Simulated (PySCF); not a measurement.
# BiPb: from constants to spectrum

ROHF-CCSD(T) constants of BiPb, ²Π (doublet), unpaired electrons π ↑ (PySCF, scalar-relativistic core potentials, basis sets Bi cc-pVDZ-PP with ECP60, Pb cc-pVDZ-PP with ECP60; masses 208.9804 and 207.9766 u):

| Quantity | Value |
| --- | --- |
| ωe | 143.9 cm⁻¹ |
| ωexe | 0.342 cm⁻¹ |
| Be | 0.019963 cm⁻¹ |
| αe | 4.88e-05 cm⁻¹ |
| D (centrifugal) | 1.54e-09 cm⁻¹ |
| De to Bi + Pb | 1.48 eV |

(1) Give the vibrational terms G(v) and spacings up to v = 6.

(2) How well does the Morse estimate ωe²/(4ωexe) reproduce De, and what is D0?

Correlated steps freeze 8 core orbitals. Correlated levels converge slowly with the basis: in double zeta they bind strong bonds too weakly, by up to about 1 eV, and carry superposition errors of some tenths. These are scalar-relativistic numbers at best; spin–orbit coupling would shift them, the dissociation energy most. The state is the lowest determinant that a PBE0 search found; another state may lie lower at other levels.

## Answers

(1) G(v) = ωe(v+½) − ωexe(v+½)².

```csv
v,G(v) (cm⁻¹),G(v) − G(v−1),Bv (cm⁻¹)
0,71.9,,0.01994
1,215.1,143.2,0.01989
2,357.6,142.5,0.01984
3,499.5,141.8,0.01979
4,640.6,141.2,0.01974
5,781.1,140.5,0.01969
6,920.9,139.8,0.01965
```

(2) It gives 1.88 eV, 127 % of the computed De. D0 = De − G(0) = 1.48 − 0.01 = 1.47 eV.
